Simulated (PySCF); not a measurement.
Species: FH₇O₂Si₃.
Z-matrix (Å and degrees, GFN2-xTB geometry), rows numbered from 1:
```
F 
Si  1  1.6061
O   2  1.6051  1  108.64
Si  3  1.6254  2  150.90  1    49.11
O   4  1.6116  3  110.56  2    14.59
Si  5  1.6254  4  151.58  3    -8.45
H   2  1.4491  1  106.79  3  -113.30
H   2  1.4515  1  105.13  3   119.09
H   4  1.4541  3  105.25  2   130.16
H   4  1.4538  3  107.15  2  -102.74
H   6  1.4646  5  107.83  4    68.86
H   6  1.4601  5  109.30  4   -52.42
H   6  1.4609  5  102.67  4  -172.35
```

Theory: TDDFT PBE0/def2-SVPD, vertical, gas phase, core orbitals frozen in the response in PySCF 2.14.0, density-fitted response routines.

Kohn–Sham orbitals with the atoms that hold most of them (Löwdin shares over 4%, at most four atoms; ? is withheld):

| orbital | ε (eV) | atoms |
| --- | --- | --- |
| HOMO-3 | -9.80 | O3 18%, Si6 13%, H11 11%, Si2 10% |
| HOMO-2 | -9.42 | Si6 16%, O3 15%, H12 13%, O5 12% |
| HOMO-1 | -9.01 | O5 26%, Si6 17%, O3 14%, H13 14% |
| HOMO | -8.62 | ? |
| LUMO | -0.07 | ? |
| LUMO+1 | 0.38 | Si2 30%, H8 14%, O3 13%, H7 11% |
| LUMO+2 | 0.44 | Si2 18%, Si4 15%, Si6 14%, O3 9% |

(1) Which atoms hold the HOMO, and with what shares?

(2) Which atoms hold the LUMO, and with what shares?

(3) The HOMO–LUMO gap is 8.55 eV. Where does the response calculation put the lowest singlet, and from which orbitals?

(4) Give energy, strength and leading configuration of S1 and S2, and follow the Löwdin shares of the leading atoms from the occupied to the empty orbital.

Results:

(1) O5 (bonded to 2 Si) 27%; Si4 (bonded to 2 O and 2 H) 16%; H10 (bonded to Si) 12%; H9 (bonded to Si) 12%. By element: oxygen 27% or more, hydrogen 24% or more, silicon 16% or more.

(2) Si6 (bonded to O and 3 H) 29%; Si4 (bonded to 2 O and 2 H) 12%; H11 (bonded to Si) 9%; Si2 (bonded to F, O and 2 H) 9%. By element: silicon 50%, hydrogen 9% or more.

(3) S1 is at 7.23 eV (f = 0.0043), 1.32 eV below the gap, made of HOMO→LUMO (92%). Without the coupling terms of the response equations the lowest excitation would equal the gap.

(4) 
- S1 (7.23 eV, f 0.0043), HOMO→LUMO (92%): O5 27% → at most 9%, Si4 16% → 12%, Si6 at most 12% → 29%
- S2 (7.59 eV, f 0.0070), HOMO-1→LUMO (89%): O5 26% → at most 9%, Si6 17% → 29%, Si4 at most 14% → 12%

Löwdin shares depend on the basis, the more so with diffuse functions.

One conformer stands for the species.
